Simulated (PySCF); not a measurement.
C3H5ClOSi, SMILES Cl[Si@@H]1C=COC1. Atoms are numbered in the order given.

```xyz
11

Cl    -1.9451    -0.7399     0.6610
Si    -0.3663    -0.2802    -0.6250
C      1.2660    -0.9537    -0.1375
C      2.0336     0.0969     0.2462
O      1.6066     1.3696     0.1889
C      0.2781     1.5005    -0.3723
H     -0.8867    -0.5561    -1.9903
H      1.6477    -1.9725    -0.0598
H      3.0562     0.0391     0.6383
H     -0.3171     2.1180     0.3182
H      0.3751     2.0535    -1.3226
```

Coordinates come from a r2SCAN-D4/def2-SVP optimisation. The structure was generated by enumeration; whether it is a known compound was not checked. One conformer was computed; it need not be the lowest.

These are SMD-PBE0/def2-SVP (PySCF) values and carry that method's errors.

Solvation free energies are E(SMD) − E(gas) at the gas-phase geometry, for 1 M in both phases. In vacuum the dipole moment is 1.52 D.

| solvent | ΔG(solv) (kcal/mol) | its non-electrostatic (CDS) part | dipole (D) |
|---|---|---|---|
| water | -0.7 | 4.1 | 1.94 |
| n-hexane | (withheld) | (withheld) | (withheld) |
| chlorobenzene | -4.1 | -1.2 | 1.90 |

Q: What belongs in the gaps? (The exact figures need the calculation; the answer reports its results.)

A: 
- n-hexane, ΔG(solv) (kcal/mol): -3.0
- n-hexane, its non-electrostatic (CDS) part: -1.6
- n-hexane, dipole (D): 1.70
